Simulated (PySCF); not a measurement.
C₃H₅FOSi, SMILES F[Si@H]1C=CCO1. Atoms are numbered in the order given.

```xyz
11

F      1.7523     0.0800    -1.1671
Si     0.8868     0.0026     0.2084
C     -0.3813     1.3475     0.3500
C     -1.5783     0.7401     0.2568
C     -1.5690    -0.7632     0.1163
O     -0.2344    -1.2355     0.1432
H      1.8900    -0.2120     1.2724
H     -0.2818     2.4302     0.4487
H     -2.5424     1.2624     0.2700
H     -2.0628    -1.0660    -0.8271
H     -2.1419    -1.2325     0.9382
```
Charge 0, spin multiplicity 1.

Geometry: B3LYP-D3(BJ)/def2-SVP. The structure was generated by enumeration; whether it is a known compound was not checked. One conformer was computed; it need not be the lowest.

Two levels are set side by side: PBE/pcSseg-1 (PySCF) and PBE0/pcSseg-1 (PySCF). GIAO shifts against CFCl3 (¹⁹F), H2O (¹⁷O), TMS (²⁹Si), TMS (¹H), TMS (¹³C) at the same level; non-relativistic, no solvent, atoms listed together averaged. Differences are taken from unrounded values.

| quantity | PBE0 |
|---|---|
| δ(¹⁹F) of F1 (ppm) | -141.5 |
| δ(²⁹Si) of Si2 (ppm) | 2.3 |
| δ(¹³C) of C3 (ppm) | 130.8 |
| δ(¹³C) of C4 (ppm) | 170.3 |
| δ(¹³C) of C5 (ppm) | 78.3 |
| δ(¹⁷O) of O6 (ppm) | 74.4 |
| δ(¹H) of H7 (ppm) | 5.60 |
| δ(¹H) of H8 (ppm) | 6.54 |
| δ(¹H) of H9 (ppm) | 7.78 |

Problem. What does PBE give, and how far is it from PBE0? (Estimate from the structure and the level; the computed values follow.)

Solution. 
| quantity | PBE | PBE minus PBE0 |
|---|---|---|
| δ(¹⁹F) of F1 (ppm) | -154.5 | -13.0 |
| δ(²⁹Si) of Si2 (ppm) | 3.4 | 1.0 |
| δ(¹³C) of C3 (ppm) | 128.8 | -1.9 |
| δ(¹³C) of C4 (ppm) | 167.7 | -2.6 |
| δ(¹³C) of C5 (ppm) | 82.1 | 3.7 |
| δ(¹⁷O) of O6 (ppm) | 93.2 | 18.8 |
| δ(¹H) of H7 (ppm) | 5.88 | 0.28 |
| δ(¹H) of H8 (ppm) | 6.46 | -0.07 |
| δ(¹H) of H9 (ppm) | 7.78 | 0.00 |

Rough cost on one machine, each run with all the roots and properties that it gave: PBE0 against PBE within a factor of 2.
